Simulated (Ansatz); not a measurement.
Geometry optimisation, RKS PBE-D4/def2-SVP in Ansatz.

The input (input.yaml):

```yaml
crystal:
  periodic: [false, false, false]
  atoms:
    - { symbol: C, position_ang: [-1.35488, 1.49429, -0.56756] }
    - { symbol: C, position_ang: [-0.56349, 0.68219, 0.16515] }
    - { symbol: B, position_ang: [0.28331, -0.42335, -0.46406] }
    - { symbol: Si, position_ang: [1.43371, -1.56278, 0.66094] }
    - { symbol: H, position_ang: [-1.42745, 1.39572, -1.63956] }
    - { symbol: H, position_ang: [-1.94961, 2.27583, -0.11914] }
    - { symbol: H, position_ang: [-0.55694, 0.8605, 1.23602] }
    - { symbol: H, position_ang: [0.24138, -0.58703, -1.62479] }
    - { symbol: H, position_ang: [1.60229, -1.51151, 2.11685] }
    - { symbol: H, position_ang: [2.30511, -2.65107, 0.19483] }
total_charge: 1
basis:
  gaussian: { orbitals: def2-SVP }
hamiltonian:
  xc: pbe
  dispersion: d4
relax:
  f_tol: 0.015
  max_steps: 40
```

Command:

```bash
$ ansatz run input.yaml --threads 1 --pin off --max-ram 2048MiB --backend cpu --events-out ev --progress --plain --runs-dir out
```

Task: Where does it end, and by what steps?

Result: The forces met the threshold. Limits of this set-up: the dipole of an ion depends on the origin. After 24 steps the energy has fallen by 0.319 eV; H9 moved furthest, 1.58 Å.

```csv
step,energy less start (eV),largest force component (eV/Å),accepted
0,0.0000,1.132,yes
1,-0.1400,0.462,yes
2,-0.1541,0.106,yes
3,-0.1542,0.108,yes
4,-0.1485,0.309,no
5,-0.1554,0.020,yes
6,-0.1574,0.059,yes
7,-0.1587,0.031,yes
8,-0.1697,0.197,yes
9,-0.1757,0.516,yes
10,-0.2106,0.263,yes
11,-0.2473,0.194,yes
12,-0.2745,0.106,yes
13,-0.2881,0.321,yes
14,-0.2724,0.523,no
15,-0.3019,0.172,yes
16,-0.3095,0.126,yes
17,-0.3152,0.123,yes
18,-0.3165,0.079,yes
19,-0.3178,0.037,yes
20,-0.3182,0.024,yes
21,-0.3185,0.027,yes
22,-0.3187,0.019,yes
23,-0.3187,0.018,yes
24,-0.3187,0.009,yes
```

```xyz
10
Properties=species:S:1:pos:R:3
C -1.342 1.520 -0.661
C -0.440 0.986 0.222
B 0.176 -0.361 -0.055
Si 1.456 -1.624 0.726
H -1.639 0.986 -1.580
H -1.812 2.506 -0.490
H -0.183 1.567 1.124
H -0.095 -1.040 -1.060
H 1.020 -2.838 1.492
H 2.873 -1.728 0.242
```

Whether the end is a true minimum wasn't checked by a vibrational analysis.

The run took 54 s on 1 thread of Intel(R) Xeon(R) Platinum 8375C CPU @ 2.90GHz (Ice Lake), on a shared host, peak memory 0.14 GiB.
